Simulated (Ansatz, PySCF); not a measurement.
This PySCF input computes a CAM-B3LYP/def2-TZVPD energy:

```python
from pyscf import gto, scf, dft

mol = gto.M(
    atom='''
    Ga   -0.00000000   -0.00000000   -0.77799776
    Cl    0.00000000    0.00000000    1.41870179
    ''',
    basis='def2-tzvpd',
    charge=0,
    spin=2,
    symmetry='C2v',
    verbose=4,
)

mf = dft.UKS(mol, xc='camb3lyp').density_fit(auxbasis='def2-universal-jkfit')
mf.grids.level = 3
mf.conv_tol = 1e-9
mf.max_cycle = 100
mf.max_memory = 1500
mf.kernel()
if not mf.converged:
    mf = mf.newton()
    mf.kernel(mf.make_rdm1())
mf.analyze()
```

Task: Write an input for the same energy in Ansatz (a quantum-chemistry and plane-wave program) and say what it gives.

Result: 
Ansatz 0.2 input:
```yaml
crystal:
  periodic: [false, false, false]
  atoms:
    - {symbol: Ga, position_ang: [-0.00000000, -0.00000000, -0.77799776]}
    - {symbol: Cl, position_ang: [0.00000000, 0.00000000, 1.41870179]}
basis:
  gaussian:
    orbitals: def2-TZVPD
hamiltonian:
  xc: {name: CAM-B3LYP}
magnetization: {spin_polarized: true, initial_magnetization: 2}
output: {forces: true}
```
It gives -2385.13307 Eh, and PySCF -2385.13312 Eh, a difference of 0.05 mEh, from the treatment of integrals and grids.

This is an excited triplet: at this geometry the singlet lies 3.36 eV lower at CCSD(T)/CBS(def2-TZVPPD,def2-QZVPPD).
